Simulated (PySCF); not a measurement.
## Dipole response of Sc²⁺ (scandium, charge +2)

[Ar] 3d1, 2D determinant. All numbers are calculated (PySCF 2.14, no relativity, point nucleus, in aug-cc-pVDZ (7s6p4d2f, 59 functions)). Coupled (time-dependent) response in atomic units; α is the mean over directions. A double-zeta set is small for polarisabilities.

```
method  mean α (bohr³)         α xx, yy, zz  C₆ (like pair)  S(−4)
   UHF           4.203  4.831, 4.831, 2.947           11.96  14.73
  PBE0           4.499  5.227, 5.227, 3.042           12.66  20.31
 TPSSh           4.560  5.320, 5.320, 3.040           12.76  22.84
```

S(−4) is the Cauchy moment in α(ω) = α(0) + S(−4) ω² + …

α(iu) at TPSSh:

| u (hartree) | α(iu) (bohr³) |
| --- | --- |
| 0 | 4.560 |
| 0.0500 | 4.505 |
| 0.100 | 4.358 |
| 0.200 | 3.953 |
| 0.300 | 3.569 |
| 0.500 | 2.985 |
| 0.750 | 2.445 |
| 1.00 | 2.015 |
| 1.50 | 1.382 |
| 2.00 | 0.9739 |
| 3.00 | 0.5351 |
| 5.00 | 0.2233 |

A single London oscillator, α(iu) = α/(1 + u²/ω²), gives C₆ = (3/4) ω α². Matching the computed C₆ needs ω = 4 × 12.76 / (3 × 4.560²) = 0.818 hartree.

For an ion, C₆ is the dispersion term alone; charge-induced terms of lower order in 1/R come first.

The components differ because the open shell of this determinant is not spherical; for a pure term their mean is the scalar polarisability.
